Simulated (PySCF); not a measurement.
Compound: ReO3F (singlet state).
Geometry (PBE0-D3(BJ)/def2-SVP, Å), atoms numbered from 1 in this order:
```xyz
5
FO3Re angstrom
Re     0.004    0.010    0.005
O     -0.003   -0.022    1.693
O      1.602    0.183   -0.514
O     -0.865    1.367   -0.501
F     -0.739   -1.537   -0.683
```

The closed-shell ground state was solved at several levels (PySCF, density fitting, gas phase). Atoms past krypton carry effective core potentials; spin–orbit coupling is left out.

| level | basis functions | total energy (Eh) | HOMO (eV) | LUMO (eV) | gap (eV) | dipole (D) |
| --- | --- | --- | --- | --- | --- | --- |
| PBE0/pcSseg-1 (def2-TZVP on Re) | 108 | -403.5918 | -10.27 | -3.32 | 6.95 | 1.14 |
| wB97X-D/def2-SVPD | 127 | -403.6212 | -12.29 | -1.70 | 10.59 | 1.10 |

**Question.** What might KT2/pcSseg-1 (def2-TZVP on Re) (108 basis functions) give for the same quantities?

**Answer.** Total energy -408.8737 Eh, HOMO -8.71 eV, LUMO -4.13 eV, gap 4.58 eV, dipole 1.08 D.

**Question.** Over all these levels, which gives the widest orbital gap and which the narrowest?

**Answer.** wB97X-D/def2-SVPD (range-separated hybrid) has the widest, 10.59 eV, and KT2/pcSseg-1 (def2-TZVP on Re) (GGA) the narrowest, 4.58 eV. Functional and basis both differ between the two, so the spread mixes both effects.

**Question.** How far do the dipole and the HOMO energy spread over the levels?

**Answer.** The dipole runs from 1.08 to 1.14 D (mean 1.11 D) and the HOMO from -12.29 to -8.71 eV.

wB97X-D is run here without its empirical dispersion term; that term would change no orbital, density or response property at a fixed geometry.
